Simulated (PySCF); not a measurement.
# Computed properties of H₄O, SMILES [OH4+2], charge +2

H4O, SMILES [OH4+2], charge +2. Geometry: r2SCAN-D4/def2-TZVPD. One conformer was computed; it need not be the lowest. All values are computed for the isolated molecule unless a solvent is named; none is compared with measurement here.

**Structure.** The optimised structure has Td symmetry. All 9 harmonic modes at r2SCAN-D4/def2-TZVPD (PySCF) are real, so it is a minimum.

**Vibrations.** The strongest infrared lines (harmonic, unscaled, degenerate partners summed) lie at 2817 cm⁻¹ (2764 km/mol, H 92 %, O 8 %), 1436 cm⁻¹ (1096 km/mol, H 88 %, O 12 %). The softest mode is at 1436 cm⁻¹ and the zero-point energy is 27.1 kcal/mol.

**Electronic structure.** PBE0/def2-TZVPD (PySCF) places the frontier levels at -35.74 and -15.76 eV, a gap of 19.98 eV and a mean polarisability of 6.1 bohr³. PBE/def2-TZVPD (PySCF) at the same geometry gives -33.79 and -16.98 eV, so its gap is 3.17 eV narrower. An orbital gap is neither the optical nor the fundamental gap.

**Excitations.** TDDFT-M06-2X/def2-TZVPD (PySCF) has S1 at 17.86 eV (69 nm, f = 0.459, bright); the most intense of the 10 singlets computed lies at 20.60 eV (f = 0.64). Strengths of degenerate partners are summed. T1 (TDA) is at 16.66 eV. TDDFT-PBE/def2-TZVPD (PySCF) puts S1 at 17.37 eV. No vertical singlet excitation falls in the visible range (under 3.1 eV).

**NMR.** GIAO shifts at PBE0/pcSseg-2 (PySCF) (non-relativistic, atoms alike by connectivity averaged): ¹H at 14.0 ppm against TMS.

**Solvation.** SMD-ωB97X/def2-SVP (PySCF) gives -354.8 kcal/mol in water, -342.5 kcal/mol in ethanol, -171.3 kcal/mol in toluene (1 M in both phases, gas-phase geometry); of these solvents water holds the molecule best.
